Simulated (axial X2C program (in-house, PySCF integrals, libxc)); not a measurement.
# Correcting the dissociation energy of MgI for spin–orbit coupling

A spin-free CCSD(T) curve (one-electron X2C) was computed with an axial X2C code built on PySCF integrals, basis I dyall-cv3z [11s12p8d4f1g], Mg dyall-cv3z [9s8p6d3f] (cores contracted in-house), for the state M_S = 1/2, Λ = 0 (beyond evenly filled blocks: σα). It gives D0 = 2.123 eV to I + Mg, which in a spin-free picture are the weighted means of the ground terms.

Correlated methods: 9 electrons correlated (number of frozen shells: I 4 s, 3 p, 2 d; Mg 2 s, 1 p), 291 virtual spin orbitals or spinors in MP2, 90 natural virtuals in coupled cluster.

Measured levels of the ground terms (NIST Handbook of Basic Atomic Spectroscopic Data), in cm⁻¹: I 2P: J = 3/2 at 0, J = 1/2 at 7603.1; Mg 1S: J = 0 at 0.

The molecular state has Λ = 0, so it has no first-order lowering.

**Question.** How far does each ground level lie under the (2J+1)-weighted mean of its term?

**Answer.** I: (4 × 0 + 2 × 7603.1)/6 = 2534 cm⁻¹; Mg: a single level, 0.

**Question.** Correct D0.

**Answer.** D0 = 2.123 + (0 − 2534)/8065.5 = 1.809 eV at CCSD(T) with these spin–orbit terms. The direct two-component run gives 1.840 eV; the difference holds second-order terms in the molecule, scalar two-electron terms, the gap between measured and computed atomic splittings (a 2c atom can miss part of its lowering) and, in coupled cluster, the truncation of each run.

Second-order spin–orbit effects in the molecule, which grow quickly with Z, are left out. One determinant describes the state; a PBE0 search over occupations chose it and may have missed a lower one. Dissociation energies refer to the lowest single-determinant-based atoms at the same level and basis. Coupled cluster ran in a truncated set of natural virtual spinors; the MP2 energy of the rest was added. (T) has no such correction and the atoms are truncated less, which lowers De at CCSD(T) by a hundredth of an eV or more.
